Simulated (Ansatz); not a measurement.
Geometry optimisation, RKS PBE/6-31G* (Ansatz).

Input file:

```yaml
crystal:
  periodic: [false, false, false]
  atoms:
    - { symbol: Si, position_ang: [0.0, 0.0, 0.0] }
    - { symbol: H, position_ang: [0.0, 0.0, 1.46] }
    - { symbol: H, position_ang: [1.3768, 0.0, -0.4862] }
    - { symbol: O, position_ang: [-0.7913, 1.3709, -0.5594] }
    - { symbol: Si, position_ang: [-2.4002, 1.4263, -1.0396] }
    - { symbol: H, position_ang: [-3.2124, 0.6421, -0.1138] }
    - { symbol: H, position_ang: [-2.862, 2.8114, -1.0378] }
    - { symbol: H, position_ang: [-2.5267, 0.8736, -2.385] }
    - { symbol: C, position_ang: [-0.8808, -1.5259, -0.6227] }
    - { symbol: H, position_ang: [-1.3804, -2.0377, 0.2261] }
    - { symbol: H, position_ang: [-1.6409, -1.2332, -1.3768] }
    - { symbol: H, position_ang: [-0.1449, -2.2146, -1.0879] }
basis:
  gaussian: { orbitals: "6-31G*" }
hamiltonian:
  xc: pbe
relax:
  f_tol: 0.02
  max_steps: 40
```

Run as:

```bash
$ ansatz run input.yaml --threads 1 --pin off --max-ram 2048MiB --backend cpu --events-out ev --progress --plain --runs-dir out
```

**Question.** Where does it end, and by what steps?

**Answer.** The run converged. The force dipped under the threshold on the way, but the program's further checks kept it going. After 34 steps the energy has fallen by 0.251 eV; H11 moved furthest, 1.60 Å.

```json
{"step": "0", "energy less start (eV)": "0.0000", "largest force component (eV/Å)": "0.973", "accepted": "yes"}
{"step": "2", "energy less start (eV)": "-0.1627", "largest force component (eV/Å)": "0.238", "accepted": "yes"}
{"step": "4", "energy less start (eV)": "-0.1882", "largest force component (eV/Å)": "0.813", "accepted": "no"}
{"step": "6", "energy less start (eV)": "-0.2190", "largest force component (eV/Å)": "0.136", "accepted": "yes"}
{"step": "8", "energy less start (eV)": "-0.2344", "largest force component (eV/Å)": "0.027", "accepted": "yes"}
{"step": "10", "energy less start (eV)": "-0.2351", "largest force component (eV/Å)": "0.023", "accepted": "yes"}
{"step": "12", "energy less start (eV)": "-0.2361", "largest force component (eV/Å)": "0.043", "accepted": "yes"}
{"step": "14", "energy less start (eV)": "-0.2336", "largest force component (eV/Å)": "0.246", "accepted": "no"}
{"step": "16", "energy less start (eV)": "-0.2389", "largest force component (eV/Å)": "0.103", "accepted": "yes"}
{"step": "18", "energy less start (eV)": "-0.2421", "largest force component (eV/Å)": "0.080", "accepted": "yes"}
{"step": "20", "energy less start (eV)": "-0.2444", "largest force component (eV/Å)": "0.103", "accepted": "yes"}
{"step": "22", "energy less start (eV)": "-0.2470", "largest force component (eV/Å)": "0.072", "accepted": "yes"}
{"step": "24", "energy less start (eV)": "-0.2485", "largest force component (eV/Å)": "0.023", "accepted": "yes"}
{"step": "26", "energy less start (eV)": "-0.2492", "largest force component (eV/Å)": "0.028", "accepted": "yes"}
{"step": "28", "energy less start (eV)": "-0.2498", "largest force component (eV/Å)": "0.036", "accepted": "yes"}
{"step": "30", "energy less start (eV)": "-0.2505", "largest force component (eV/Å)": "0.021", "accepted": "yes"}
{"step": "32", "energy less start (eV)": "-0.2507", "largest force component (eV/Å)": "0.015", "accepted": "yes"}
{"step": "34", "energy less start (eV)": "-0.2508", "largest force component (eV/Å)": "0.013", "accepted": "yes"}
```

```xyz
12
Properties=species:S:1:pos:R:3
Si -0.176 -0.130 -0.084
H -0.525 -0.141 1.381
H 1.273 0.227 -0.232
O -1.051 1.068 -0.862
Si -2.586 1.713 -0.861
H -3.111 1.868 0.540
H -2.530 3.058 -1.517
H -3.542 0.840 -1.625
C -0.506 -1.828 -0.827
H -1.563 -2.123 -0.713
H -0.259 -1.849 -1.902
H 0.114 -2.590 -0.322
```

The run took 2.6 min on 1 thread of AMD EPYC 7R43 64-Core Processor (Zen 3) (shared host), peak memory 0.14 GiB.
